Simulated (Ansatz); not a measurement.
Basis sets compared for the cluster B2As3⁻. The state is a singlet with charge -1. Geometry PBE-D4/def2-SVPD. Ansatz on 4 threads of Arm Neoverse N1 on a shared host; times are rough, and most runs start from earlier orbitals.

```xyz
5

B     0.376   -0.545    0.165
B    -0.904    0.632    0.491
As   -0.622    0.656   -1.451
As    1.741   -0.159   -1.149
As   -0.590   -0.585    1.943
```

The structure comes from a short search, and lower isomers may exist.

```
            level  functions  energy (Eh)  HOMO (eV)  LUMO (eV)  wall time
 PBE-D4/def2-SVPD        154   -6755.4653      -0.03       1.10      2.9 s
PBE0-D4/def2-SVPD        154   -6755.6516      -0.86       1.69        6 s
```

Task: Estimate the rows for PBE-D4/def2-TZVPD (with forces), PBE0-D4/def2-TZVPD.

Result: 
| level | functions | energy (Eh) | HOMO (eV) | LUMO (eV) | wall time |
| --- | --- | --- | --- | --- | --- |
| PBE-D4/def2-TZVPD (with forces) | 236 | -6756.3404 | -0.10 | 1.04 | 6.5 s |
| PBE0-D4/def2-TZVPD | 236 | -6756.5265 | -0.92 | 1.64 | 14 s |
